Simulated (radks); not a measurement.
Values are calculated unless marked as measured or tabulated.
Q: Excited configurations of Cr XII: one electron is placed in a higher orbital outside [Ne] 3s2. The ground configuration is [Ne] 3s2 3p1. Code: a radial shooting solver on a logarithmic mesh with Libxc functionals. Model: non-relativistic Kohn-Sham, TPSS, spin-polarised, spherical densities, point nucleus; open shells are filled with parallel spins first; meta-GGA in the generalised Kohn-Sham scheme. Excitation = E - E(ground); binding = E(ion) - E, where the ion is the core of charge +12; n* = 12/sqrt(2 binding) in atomic units, and the quantum defect is n - n*.

outer orbital  excitation (eV)  binding (eV)     n*  quantum defect  eigenvalue (eV)  <r> (bohr)
3d                      44.633        251.90  2.789           0.211          -237.36      0.7385
4s                      133.90        162.63  3.471           0.529          -157.12       1.524
4d                      160.99        135.54  3.802           0.198          -129.89       1.569
5p                      203.48        93.052  4.589           0.411          -89.553       2.580
5d                      210.85        85.679  4.782           0.218          -82.183       2.633
6f                      239.86        56.668  5.880           0.120          -54.448       3.854
7p                      251.01        45.523  6.560           0.440          -44.000       5.349
7f                      254.91        41.621  6.861           0.139          -40.109       5.435

Estimate the row for 4f.

A: excitation (eV) 170.14; binding (eV) 126.39; n* 3.937; quantum defect 0.063; eigenvalue (eV) -119.59; <r> (bohr) 1.418. The Delta-SCF ionisation energy is 296.53 eV (NIST Atomic Spectra Database: 297 eV, semi-empirical). Self-interaction in the functional shifts the binding energies and quantum defects, so they are the method's values and not measured ones. Open shells are spherical and high-spin; term and fine-structure splittings are not resolved.
